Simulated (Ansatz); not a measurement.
Species: H$_{10}$OSi$_{4}$, SMILES `[SiH3]O[SiH2][SiH2][SiH3]` (Si–O–Si–Si torsion -27°, O–Si–Si–Si torsion -179°) (charge 0, multiplicity 1).

Problem. Give a relaxed geometry from B3LYP-D3(BJ)/def2-TZVP (Ansatz, a quantum-chemistry and plane-wave program).

Solution. One answer among several that fit: the end point of this relaxation, one of several conformers (outside a Z-matrix the atoms follow the SMILES, hydrogens last).
Z-matrix (Å, degrees):
```
Si
H 1 1.4862
H 1 1.4867 2 108.00
Si 1 2.3456 2 109.60 3 -119.16
H 4 1.4830 1 111.18 2 59.40
H 4 1.4834 5 108.69 1 121.05
H 4 1.4834 5 108.68 6 117.86
Si 1 2.3483 2 110.19 3 119.90
O 8 1.6437 1 112.12 2 -57.89
Si 9 1.6386 8 146.18 1 -27.44
H 10 1.4781 9 108.48 8 155.31
H 10 1.4810 11 109.64 9 -120.20
H 8 1.4821 9 108.07 10 -148.77
H 10 1.4827 11 109.73 12 -119.73
H 8 1.4846 13 108.15 9 118.25
```
